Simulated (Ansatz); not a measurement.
Basis sets compared for the cluster Cs₃I₂. Total charge 0; doublet. Geometry PBE-D4/def2-SVP. Ansatz on 4 threads of Arm Neoverse V2 on a shared host; times are rough, and most runs start from earlier orbitals.

```xyz
5

Cs    0.1854   -1.9961    1.7626
Cs    0.7909    2.5435   -0.3127
Cs   -2.5362   -0.9905   -2.8301
I     1.0154   -0.8985   -1.6925
I     0.5445    1.3415    3.0727
```

In the def2 sets Cs, I take a core potential; there is no spin–orbit coupling. Another isomer (doublet) lies 0.08 eV lower at PBE0-D4/def2-TZVP; other spin states weren't run for this one.

Binding counts from free atoms (Cs doublet, I doublet) in the same basis, without a counterpoise term.

```tsv
level	functions	energy (Eh)	HOMO (eV)	LUMO (eV)	binding per atom (eV)	wall time
PBE-D4/def2-SVP	124	-656.0815	-2.19	-1.80	1.79	6 s
PBE0-D4/def2-SVP	124	-656.1207	-2.50	-1.30	1.81	9 s
```

Problem. Estimate the rows for PBE-D4/def2-TZVP (with forces), PBE0-D4/def2-TZVP.

Solution. 
| level | functions | energy (Eh) | HOMO (eV) | LUMO (eV) | binding per atom (eV) | wall time |
| --- | --- | --- | --- | --- | --- | --- |
| PBE-D4/def2-TZVP (with forces) | 187 | -656.1021 | -2.18 | -1.77 | 1.79 | 9 s |
| PBE0-D4/def2-TZVP | 187 | -656.1387 | -2.49 | -1.26 | 1.81 | 13 s |
